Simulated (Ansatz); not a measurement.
A nudged elastic band was laid between two geometries of CH4BIO2 (9 atoms, charge 0, multiplicity 1).

These are results of RKS PBE0/def2-SVP (Ansatz 0.2.0), not measurements.

```
movable images  : 7
climbing image  : yes
spring          : 5.0 eV/Å²
optimiser       : quadratic models (default)
start path      : through a guess of the saddle point
force threshold : 0.05 eV/Å
iteration limit : 60
end points      : relaxed
```

Image 0:

```xyz
9
Properties=species:S:1:pos:R:3
O -1.059 0.423 1.078
B 0.064 0.182 0.347
O 1.236 0.864 0.476
C 0.010 -0.984 -0.713
I -0.633 -0.096 -2.581
H -1.007 1.164 1.688
H 1.225 1.594 1.101
H -0.734 -1.756 -0.486
H 0.986 -1.436 -0.926
```

Image 8:

```xyz
9
Properties=species:S:1:pos:R:3
O -0.648 -0.147 1.667
B -0.057 0.240 0.509
O 0.536 1.456 0.435
C -0.124 -0.812 -0.683
I 0.824 -0.139 -2.497
H -0.572 0.533 2.346
H 0.923 1.624 -0.435
H -1.164 -1.047 -0.949
H 0.370 -1.755 -0.410
```

**Question.** Which bonds break or form, and what moves?

**Answer.** No bond is made or broken. The dihedral C4–B2–O3–H7 goes from 177 to 0°.

**Question.** Give the energies along the band, and the barrier.

**Answer.** The forces met the threshold. The highest image is number 2 of 0 to 8, 5.6 kcal/mol above the first end and 9.9 kcal/mol above the last; the last end lies 4.4 kcal/mol below the first. A vibrational analysis at the climbing image gives one clearly imaginary mode, 529i cm⁻¹: a first-order saddle point.

| image | path coordinate (Å) | energy (kcal/mol) | dihedral C4–B2–O3–H7 (°) |
| --- | --- | --- | --- |
| 0 | 0.00 | 0.0 | 177 |
| 1 | 0.61 | 1.2 | 157 |
| 2 | 1.21 | 5.6 | 99 |
| 3 | 1.68 | 1.1 | 49 |
| 4 | 2.15 | -3.2 | 10 |
| 5 | 2.62 | -3.6 | 7 |
| 6 | 3.09 | -4.0 | 6 |
| 7 | 3.56 | -4.3 | 4 |
| 8 | 4.03 | -4.4 | 0 |

**Question.** What is the geometry of the highest image?

**Answer.** 
```xyz
9
Properties=species:S:1:pos:R:3:forces:R:3
O -1.121 0.330 1.180 -0.03 -0.02 0.00
B 0.009 0.145 0.453 0.02 0.01 0.00
O 1.153 0.870 0.700 0.00 -0.01 0.00
C -0.016 -0.992 -0.641 0.00 0.01 0.01
I -0.181 0.060 -2.533 0.00 0.00 0.00
H -1.015 1.026 1.839 0.02 0.01 0.00
H 1.221 1.737 0.294 0.00 0.00 0.00
H -0.881 -1.663 -0.596 0.00 0.00 0.00
H 0.920 -1.560 -0.714 0.00 0.00 0.00
```

**Question.** What are the harmonic wavenumbers there?

**Answer.** 529i, 61, 110, 330, 439, 488, 610, 626, 784, 800, 870, 1010, 1016, 1099, 1335, 1425, 1450, 3139, 3229, 3893, 3968 cm⁻¹.

Run time: 6.2 min on 2 threads of Arm Neoverse V2, on a shared host, peak memory 0.24 GiB.
